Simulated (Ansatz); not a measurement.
```yaml
crystal:
  periodic: [false, false, false]
  atoms:
    - {symbol: O, position_ang: [0.529314, 0.487596, 0.786126]}
    - {symbol: C, position_ang: [0.705195, -0.883913, 0.259963]}
    - {symbol: O, position_ang: [-0.431873, -1.163017, -0.426187]}
    - {symbol: Ga, position_ang: [-1.238568, 0.496251, -0.387272]}
    - {symbol: F, position_ang: [-0.550285, 1.596320, -1.592273]}
    - {symbol: H, position_ang: [1.158382, 1.085578, 0.365079]}
    - {symbol: H, position_ang: [1.611996, -0.886777, -0.360623]}
    - {symbol: H, position_ang: [0.841034, -1.526488, 1.136498]}
    - {symbol: H, position_ang: [-2.625214, 0.794450, 0.218690]}
basis:
  gaussian: {orbitals: def2-mTZVPP, fitting: {mean_field: cc-pVTZ-jkfit}, final_grid: {core_spheres: 5, valence_spheres: 4, degree: 11}}
total_charge: 1
magnetization: {spin_polarized: false, initial_magnetization: 1}
hamiltonian: {xc: {name: revPBE0}}
```

```sh
$ ansatz run in.yaml --threads 4 --pin off --events-out ev --progress --plain --max-ram 10444MiB
```

It prints (some lines left out):

```
Functional definition: revPBE0
643 factors; integrals over basis functions are off by at most 2.1e-1 eV
mean field evaluation 1: about -60255.8492 eV, gradient 1.1e2 eV
mean field evaluation 2: about -60255.8713 eV, gradient 1.1e2 eV
mean field evaluation 4: about -60269.0734 eV, gradient 5.8e1 eV
mean field evaluation 8: about -60277.6690 eV, gradient 1.1e1 eV
mean field evaluation 16: about -60277.9331 eV, gradient 2.6e0 eV
mean field evaluation 32: about -60276.6453 eV, gradient 1.6e1 eV
mean field evaluation 64: about -60274.8791 eV, gradient 6.6e0 eV
mean field -60277.98322943 eV, -2215.1750257972 hartree, gradient 1.6e-5 eV, S^2 0.750000; 6 other end points of the search recorded, 0 dependent functions left out
reference -60277.98326593 eV, -2215.1750271386 hartree; 33, 32 occupied and 114, 115 virtual orbitals, 643 factors
Total energy: -60277.98326593 eV, -2215.1750271386 hartree
```

Run time 9 s (4 threads of an Intel Xeon Platinum 8259CL on a shared host); peak host memory 0.46 GiB.
